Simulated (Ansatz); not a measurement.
The cluster In₄N₄⁺, relaxed as a doublet with UKS r2SCAN-D4/def2-SVP in Ansatz, starting from the GFN1-xTB geometry. Force threshold 0.03 eV/Å.

In the def2 sets In takes a core potential; there is no spin–orbit coupling. The structure comes from a short search, and lower isomers may exist.

Start:

```tsv
atom	x (Å)	y (Å)	z (Å)
In1	2.0916	0.8097	-1.3757
In2	2.7217	1.2458	1.4350
In3	-1.2936	-1.1459	-1.3398
In4	-1.3192	-0.7987	1.9265
N5	0.5312	0.2311	1.9481
N6	-0.2316	0.3512	-0.3307
N7	-2.5237	-0.7518	0.2011
N8	0.0235	0.0584	-2.4644
```

| step | energy (eV) | largest force component (eV/Å) | SCF passes |
| --- | --- | --- | --- |
| 1 | -26639.0817 | 2.134 | 114 |
| 2 | -26640.3690 | 1.164 | 60 |
| 3 | -26641.1273 | 1.796 | 56 |
| 4 | -26642.5867 | 3.821 | 69 |
| 5 | -26644.1243 | 3.440 | 57 |
| 6 | -26645.1533 | 2.031 | 54 |
| 7 | -26645.6505 | 1.730 | 55 |
| 8 | -26646.0868 | 3.453 | 58 |
| 9 | -26646.4143 | 0.850 | 56 |
| 10 | -26646.6431 | 0.564 | 46 |
| 11 | -26646.8498 | 0.694 | 56 |
| 14 | -26647.5603 | 0.571 | 49 |
| 17 | -26648.3717 | 0.804 | 54 |
| 20 | -26649.2443 | 0.261 | 49 |
| 23 | -26649.4677 | 0.259 | 59 |
| 26 | -26649.5006 | 0.210 | 52 |
| 29 | -26649.5139 | 0.145 | 49 |
| 32 | -26649.5248 | 0.886 | 52 |
| 35 | -26649.5297 | 0.026 | 72 |
| 38 | -26649.5303 | 0.068 | 47 |
| 41 | -26649.5311 | 0.134 | 43 |
| 44 | -26649.5321 | 0.042 | 43 |
| 47 | -26649.5326 | 0.212 | 46 |
| 50 | -26649.5331 | 0.094 | 44 |
| 53 | -26649.5332 | 0.091 | 30 |
| 54 | -26649.5333 | 0.015 | 39 |

Force components are those of the run's own axes.

End:

```xyz
8

In    2.837    1.248   -0.285
In    1.954    0.705    3.469
In   -4.027   -1.847    0.127
In   -0.261   -0.180    0.793
N     1.477    0.575    1.322
N     0.219    0.266   -2.339
N    -2.024   -0.948    0.280
N    -0.175    0.181   -3.366
```

Bonds lost: In1–In2, In1–N8, In3–N6, In3–N8 (atoms count from 1). Bonds formed: In1–N5, N6–N8 (atoms count from 1). The end holds 2 separate pieces.

The force fell under the threshold at step 35, but the optimiser went on and released 0.004 eV more. No frequencies were taken in this run, so the end may be a saddle point.

It took 15 min on 6 threads of Intel Xeon on a shared host, peak host memory 0.71 GiB.
